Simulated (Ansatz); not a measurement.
Cl2H3OScSi, SMILES `[SiH3][O][Sc]([Cl])[Cl]` at its PBE0-D4/def2-TZVP geometry, where that method's forces vanish. The species carries charge 0 and has multiplicity 1.

```xyz
8

Si   -1.4577    0.1427   -0.6481
O     0.0398   -0.0106    0.0104
Sc    1.7208   -0.1706    0.7613
Cl    2.7087    1.6996    1.6433
Cl    2.7217   -2.2321    0.7729
H    -2.4368    0.4642    0.4221
H    -1.4476    1.2360   -1.6540
H    -1.8490   -1.1293   -1.3079
```

Question: What forces (eV/Å) does ωB97M-V/def2-TZVPP give on these atoms in Ansatz? (An estimate is asked.)

Answer: Computed: 
```
Si1 -0.278  0.030 -0.121
O2  -0.055  0.004 -0.025
Sc3  0.039 -0.004  0.017
Cl4  0.064  0.121  0.057
Cl5  0.065 -0.133  0.001
H6   0.118 -0.040 -0.130
H7  -0.001 -0.133  0.121
H8   0.048  0.155  0.080
```
